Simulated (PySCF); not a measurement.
## NMR parameters of BeMe2

BeMe2, C2H6Be, point group D3.

Geometry:
```json
{"atom": "Be1", "x (Å)": "0.004", "y (Å)": "0.008", "z (Å)": "0.000"}
{"atom": "C2", "x (Å)": "-0.005", "y (Å)": "-0.012", "z (Å)": "1.680"}
{"atom": "H3", "x (Å)": "-0.443", "y (Å)": "0.906", "z (Å)": "2.110"}
{"atom": "H4", "x (Å)": "1.012", "y (Å)": "-0.104", "z (Å)": "2.103"}
{"atom": "H5", "x (Å)": "-0.590", "y (Å)": "-0.859", "z (Å)": "2.081"}
{"atom": "C6", "x (Å)": "0.006", "y (Å)": "0.015", "z (Å)": "-1.679"}
{"atom": "H7", "x (Å)": "-1.017", "y (Å)": "0.016", "z (Å)": "-2.098"}
{"atom": "H8", "x (Å)": "0.516", "y (Å)": "-0.871", "z (Å)": "-2.099"}
{"atom": "H9", "x (Å)": "0.518", "y (Å)": "0.900", "z (Å)": "-2.098"}
```

GIAO calculations in PySCF 2.14.0 with density-fitted response routines on the PBE0-D3(BJ)/def2-SVP structure: isolated species, non-relativistic, equivalent atoms averaged; basis pcSseg-1.

**Question.** Give the isotropic shieldings (ppm) with B3LYP, PBE0.

**Answer.** 
```
             atoms                        environment  B3LYP   PBE0
             C2/C6           carbon bonded to Be, 3 H  192.2  196.3
               Be1                   Be bonded to 2 C     73     76
 H3/H4/H5/H7/H8/H9  hydrogen on a carbon bonded to Be  31.98  31.85
HOMO–LUMO gap (eV)                                  –   8.19   8.66
```

**Question.** And the chemical shifts, against references computed in the same way?

**Answer.** 
| atoms | nucleus, reference | B3LYP | PBE0 |
| --- | --- | --- | --- |
| C2/C6 | $^{13}$C, TMS | -12.9 | -11.9 |
| H3/H4/H5/H7/H8/H9 | $^{1}$H, TMS | -0.60 | -0.58 |

**Question.** Which part of the shielding of C2/C6 depends on the functional?

**Answer.** Diamagnetic: B3LYP 252, PBE0 254 ppm; paramagnetic: B3LYP -60, PBE0 -58 ppm.

**Question.** What couplings does B3LYP/pcJ-1 give?

**Answer.** $^{1}J$(C2,H3) = 120.9, $^{2}J$(H3,H4) = -16.2, $^{2}J$(C2,C6) = 9.4 Hz (averaged over equivalent pairs; isotopes $^{13}$C, $^{1}$H).
